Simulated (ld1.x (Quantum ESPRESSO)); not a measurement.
## u(r) = r·R(r): atom against pseudo-atom (Ru (Z = 44))

Columns: radius, all-electron u(r) and pseudo u(r) of the 5s shell (level -14.96 eV) of ruthenium in the configuration [Kr] 4d6.5 5s0 5p0; LDA (PZ), scalar-relativistic, TM scheme, ld1.x (Quantum ESPRESSO) 7.5.

```tsv
r (bohr)	all-electron	pseudo
0.132	-0.0962	0.0139
0.265	0.1965	0.0287
0.398	0.1198	0.0452
0.530	-0.1124	0.0643
0.663	-0.2827	0.0872
0.795	-0.3329	0.1149
0.928	-0.2838	0.1488
1.060	-0.1740	0.1894
1.193	-0.0354	0.2380
1.325	0.1071	0.2937
1.458	0.2417	0.3559
1.590	0.3591	0.4212
1.723	0.4580	0.4867
1.855	0.5365	0.5471
1.988	0.5965	0.5992
2.120	0.6389	0.6391
2.252	0.6660	0.6659
2.385	0.6802	0.6802
2.518	0.6832	0.6832
2.650	0.6770	0.6770
2.782	0.6635	0.6635
2.915	0.6439	0.6439
3.048	0.6198	0.6198
3.180	0.5926	0.5926
3.312	0.5631	0.5631
3.445	0.5320	0.5320
```

Q: How many radial nodes do the two functions have?

A: The all-electron 5s function has n − l − 1 = 4 (the table is too coarse to show those close to the nucleus); the pseudo-wave has 0, since the states of the same l below it are removed with the core.

Q: At about which radius was the pseudo-wave matched?

A: 2.60 bohr. The columns agree to 0.0005 from 2.12 bohr on; several derivatives are matched, so the curves merge somewhat inside the radius.

Q: Is the pseudo-wave norm-conserving?

A: Yes: the TM scheme keeps the norm inside the radius equal to the all-electron one, which fixes the energy derivative of the logarithmic derivative at the level.
